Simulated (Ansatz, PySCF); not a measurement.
Gas-phase reaction (SMILES): CO[SiH2]CCO + 5 [H][H] (H2) -> 3 C (CH4) + 2 O (H2O) + [SiH4] (SiH4); energy of full hydrogenation.

Structures are relaxed separately at B3LYP-D3(BJ)/def2-TZVP in Ansatz (a first-principles code), one conformer each, not searched for the lowest. Valence correlation only, unless marked. Spin-orbit coupling is left out. Non-relativistic. CBS(X,Y): correlation extrapolated as X^-3; Hartree-Fock from the larger set. Thermal terms are rigid-rotor harmonic-oscillator values from B3LYP-D3(BJ) frequencies (Ansatz or PySCF) at 298.15 K and 1 atm. 1 Eh = 627.5095 kcal/mol.

| species | E, CCSD(T)/CBS(cc-pV(T+d)Z,cc-pV(Q+d)Z) (Ansatz) (Eh) | E, wB97X-V/def2-TZVPD (Ansatz) (Eh) | H - E (Eh) |
|---|---|---|---|
| CO[SiH2]CCO | -559.60966 | -560.29650 | 0.13991 |
| [H][H] (H2) | -1.17450 | -1.17238 | 0.01336 |
| C (CH4) | -40.45816 | -40.51531 | 0.04840 |
| O (H2O) | -76.37426 | -76.43464 | 0.02495 |
| [SiH4] (SiH4) | -291.45815 | -291.83995 | 0.03520 |

Task: Work out ΔE and ΔH at 298.15 K at the first level, then ΔH at the second.

Result: 
1. ΔE = [3×(-40.45816) + 2×(-76.37426) + (-291.45815)] - [(-559.60966) + 5×(-1.17450)] = -0.09899 Eh = -62.1 kcal/mol at CCSD(T)/CBS(cc-pV(T+d)Z,cc-pV(Q+d)Z).
2. The terms H - E add up to 0.02359 Eh, so ΔH = (-0.09899 + (0.02359))×627.5095 = -47.3 kcal/mol.
3. At wB97X-V/def2-TZVPD the same steps give ΔE = -60.7 and ΔH = -45.9 kcal/mol, a shift of +1.4 from the first level.
4. These values are not checked against measurement here, since the tables used lack a sound gas-phase enthalpy of formation for at least one species.
